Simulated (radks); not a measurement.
Species: Cu3+. Configuration: [Ar] 3d5.5 4s0.5 4p2 (fractional occupations, a model configuration). Method: Dirac Kohn-Sham, PBE, spin-unpolarised, spherical densities, finite nucleus; open shells fill j = l - 1/2 first; Fermi nuclear charge, rms radius 3.8823 fm; computed with a radial shooting solver on a logarithmic mesh with Libxc functionals.

Radial electron density D(r) = 4 pi r^2 rho(r):

```
   r/bohr * D(r) (the largest magnitude, 40.2, reaches the edge; | marks zero)
 0.003821 |   *
 0.004343 |    *
 0.004976 |     *
 0.005656 |      *
 0.006428 |        *
 0.007364 |          *
  0.00837 |            *
 0.009589 |               *
   0.0109 |                  *
  0.01249 |                      *
  0.01419 |                          *
  0.01626 |                              *
  0.01848 |                                  *
    0.021 |                                      *
  0.02406 |                                          *
  0.02735 |                                             *
  0.03133 |                                               *
  0.03561 |                                                *
   0.0408 |                                               *
  0.04637 |                                              *
  0.05312 |                                           *
  0.06038 |                                         *
  0.06862 |                                       *
  0.07862 |                                      *
  0.08936 |                                       *
   0.1024 |                                          *
   0.1164 |                                              *
   0.1333 |                                                   *
   0.1515 |                                                      *
   0.1736 |                                                      *
   0.1973 |                                                   *
   0.2242 |                                             *
   0.2569 |                                    *
    0.292 |                             *
   0.3345 |                        *
   0.3802 |                      *
   0.4356 |                        *
    0.495 |                           *
   0.5672 |                            *
   0.6446 |                           *
   0.7326 |                        *
   0.8394 |                  *
    0.954 |             *
    1.093 |        *
    1.242 |     *
    1.423 |   *
    1.617 |  *
    1.853 |  *
    2.106 | *
    2.394 | *
    2.743 |*
    3.117 |*
    3.571 *
    4.059 *
     4.65 *
    5.285 *
    6.055 *
```

D(r) has 3 maxima, at r = 0.0365, 0.164, 0.581 bohr, and minima at 0.0780, 0.377 bohr, inside which lie 2.11, 10.79 electrons.
